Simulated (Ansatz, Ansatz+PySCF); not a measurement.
```xyz
8

O     0.1188   -0.1212    0.1236
H     1.0515   -0.0636    0.0429
O     2.9408    0.1278   -0.1338
H     3.6531    0.6056    0.3237
H     3.4751   -0.5956   -0.4537
O    -1.4129    2.6730    0.3678
H    -1.0115    1.8641    0.5284
H    -1.2717    2.8323   -0.5554
```

Basis set: def2-SVP (spherical functions). Frozen core: 3 orbitals. Charge 0, multiplicity 2.

Computed with Ansatz (development build ahead of 0.2.0); each method stands on the lowest determinant of its kind that the runs found.

(1) Give the atomization energy at this shape (free ground-state atoms in the same class of orbitals less the molecule, no zero-point energy) of doublet H₅O₃ by PBE0 (unrestricted), UHF-MP2, UHF.

## Answers

(1)

```csv
method,atomization energy
PBE0 (unrestricted),23.97 eV
UHF-MP2,23.20 eV
UHF,16.45 eV
```
